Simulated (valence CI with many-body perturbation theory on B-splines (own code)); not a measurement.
## Energy levels of Pt⁶⁴⁺

Level of theory: valence CI with perturbative core correlation (CI+MBPT): four valence electrons over a frozen Dirac-Fock core [Ne], radial functions for each j: 9 s, 9 p, 8 d, 6 f, 3 g, 1 h, with the one-electron correlation potential Σ1 (screened to all orders), the two-electron term Σ2, the three-electron term Σ3, Breit, model QED; selected single and double excitations, second order for the rest, scaled by the run's own slope (own B-spline code, finite nucleus).

No measured spectrum was set against this ion. As an estimate, large intervals hold to a few tenths of a per cent, small ones and those within an open d or f shell to about a per cent.

Levels 1 to 38 of 38, with energies above the lowest level, (3s^2 3p1/2^2) J=0. "Leading %" is the weight of the configuration and term that name the level; weights of strongly mixed levels are sums over their largest components and can fall short, so below about 35 % the name and the second component can differ from the true leading terms, or belong to a minority configuration. In the jj column 3d3/2^4 stands for four electrons in 3d with j = 3/2. Lifetimes count E1, E2, E3, M1 and M2 decay at the calculated energies, and are blank where another channel may lead or the interval is too uncertain; long ones can be off by a factor of two.

```tsv
No.	Configuration	Term	J	E (× 10³ cm⁻¹)	Leading %	Leading jj	Lifetime	Second component
1	3s2 3p2	3P	0	0.00	68	3s^2 3p1/2^2 (100 %)		31 % 3s2 3p2 1S
2	3s2 3p2	3P	1	3633.1	100	3s^2 3p1/2 3p3/2 (100 %)	1.75 ns	
3	3s2 3p2	1D	2	3712.6	65	3s^2 3p1/2 3p3/2 (99 %)	79.7 ns	35 % 3s2 3p2 3P
4	3s 3p3	3P°	2	5118.0	47	3s 3p1/2^2 3p3/2 (97 %)	31.1 ps	26 % 3s 3p3 5S°
5	3s 3p3	3D°	1	5350.7	27	3s 3p1/2^2 3p3/2 (81 %)	863 fs	24 % 3s 3p3 1P°
6	3s2 3p 3d	3F°	2	5531.2	74	3s^2 3p1/2 3d3/2 (99 %)	82.8 ps	20 % 3s2 3p 3d 1D°
7	3s2 3p 3d	3D°	1	5918.1	42	3s^2 3p1/2 3d3/2 (81 %)	139 fs	25 % 3s2 3p 3d 1P°
8	3s2 3p 3d	3P°	2	6538.9	46	3s^2 3p1/2 3d5/2 (98 %)	2.32 ps	34 % 3s2 3p 3d 3D°
9	3s2 3p 3d	3F°	3	6550.9	50	3s^2 3p1/2 3d5/2 (99 %)	3.44 ps	27 % 3s2 3p 3d 1F°
10	3s 3p2 3d	3D	1	7053.3	45	3s 3p1/2^2 3d3/2 (99 %)	15.2 ps	38 % 3s 3p2 3d 5F
11	3s 3p2 3d	3D	2	7117.0	30	3s 3p1/2^2 3d3/2 (98 %)	15.8 ps	17 % 3s 3p2 3d 5F
12	3s2 3p2	3P	2	7408.4	64	3s^2 3p3/2^2 (98 %)	320 ps	34 % 3s2 3p2 1D
13	3s2 3p2	1S	0	7583.3	67	3s^2 3p3/2^2 (98 %)	482 ps	31 % 3s2 3p2 3P
14	3s 3p2 3d	3D	3	8018.7	36	3s 3p1/2^2 3d5/2 (99 %)	3.06 ps	19 % 3s 3p2 3d 5D
15	3s 3p2 3d	3F	2	8139.2	27	3s 3p1/2^2 3d5/2 (98 %)	2.79 ps	21 % 3s 3p2 3d 1D
16	3s 3p3	3D°	2	8669.0	49	3s 3p1/2 3p3/2^2 (96 %)	1.21 ps	45 % 3s 3p3 5S°
17	3s 3p3	3D°	3	8831.8	94	3s 3p1/2 3p3/2^2 (94 %)	1.74 ps	
18	3s 3p3	3P°	0	8927.6	85	3s 3p1/2 3p3/2^2 (85 %)	967 fs	14 % 3s2 3p 3d 3P°
19	3s 3p3	1D°	2	9052.6	54	3s 3p1/2 3p3/2^2 (70 %)	469 fs	13 % 3s2 3p 3d 3D°
20	3s 3p3	3P°	1	9058.6	32	3s 3p1/2 3p3/2^2 (81 %)	570 fs	20 % 3s 3p3 3D°
21	3s 3p3	3S°	1	9157.9	31	3s 3p1/2 3p3/2^2 (97 %)	198 fs	28 % 3s 3p3 3P°
22	3s2 3p 3d	3F°	3	9485.1	46	3s^2 3p3/2 3d3/2 (95 %)	295 fs	37 % 3s2 3p 3d 1F°
23	3s2 3p 3d	3D°	2	9532.3	38	3s^2 3p3/2 3d3/2 (68 %)	130 fs	21 % 3s 3p3 1D°
24	3s2 3p 3d	3P°	1	9534.7	45	3s^2 3p3/2 3d3/2 (81 %)	164 fs	32 % 3s2 3p 3d 3D°
25	3s2 3p 3d	3P°	0	9543.7	85	3s^2 3p3/2 3d3/2 (85 %)	198 fs	14 % 3s 3p3 3P°
26	3s2 3p 3d	3F°	4	10115	99	3s^2 3p3/2 3d5/2 (99 %)	985 ps	
27	3s2 3p 3d	3P°	2	10203	43	3s^2 3p3/2 3d5/2 (97 %)	3.80 ps	42 % 3s2 3p 3d 1D°
28	3s2 3p 3d	3D°	3	10392	63	3s^2 3p3/2 3d5/2 (96 %)	1.28 ps	34 % 3s2 3p 3d 1F°
29	3s 3p2 3d	5F	2	10437	26	3s 3p1/2 3p3/2 3d3/2 (71 %)	2.07 ps	18 % 3p4 3P
30	3s2 3p 3d	1P°	1	10483	62	3s^2 3p3/2 3d5/2 (97 %)	1.78 ps	25 % 3s2 3p 3d 3P°
31	3s 3p2 3d	5D	0	10494	75	3s 3p1/2 3p3/2 3d3/2 (94 %)	10.2 ps	14 % 3s 3p2 3d 3P
32	3s 3p2 3d	5D	1	10517	50	3s 3p1/2 3p3/2 3d3/2 (99 %)	9.47 ps	23 % 3s 3p2 3d 5F
33	3s 3p2 3d	5F	3	10565	43	3s 3p1/2 3p3/2 3d3/2 (98 %)	8.76 ps	35 % 3s 3p2 3d 3F
34	3p4	3P	2	10617	32	3p1/2^2 3p3/2^2 (48 %)	552 fs	17 % 3s 3p2 3d 5F
35	3s 3p2 3d	3G	4	10714	31	3s 3p1/2 3p3/2 3d3/2 (96 %)	27.8 ps	18 % 3s 3p2 3d 1G
36	3p4	1S	0	10730	45	3p1/2^2 3p3/2^2 (69 %)	451 fs	25 % 3p4 3P
37	3s 3p2 3d	3F	2	10833	56	3s 3p1/2 3p3/2 3d3/2 (87 %)	488 fs	9 % 3s 3p2 3d 3P
38	3s 3p2 3d	3D	3	10893	32	3s 3p1/2 3p3/2 3d3/2 (95 %)	281 fs	16 % 3s 3p2 3d 3F
```

The ionisation energy to 3s2 3p 2P°_1/2 of the next ion comes out as 7514.5 eV (NIST: 7512 ± 24 eV (theoretical)). All 38 levels together are meant to be complete up to 10914 × 10³ cm⁻¹.
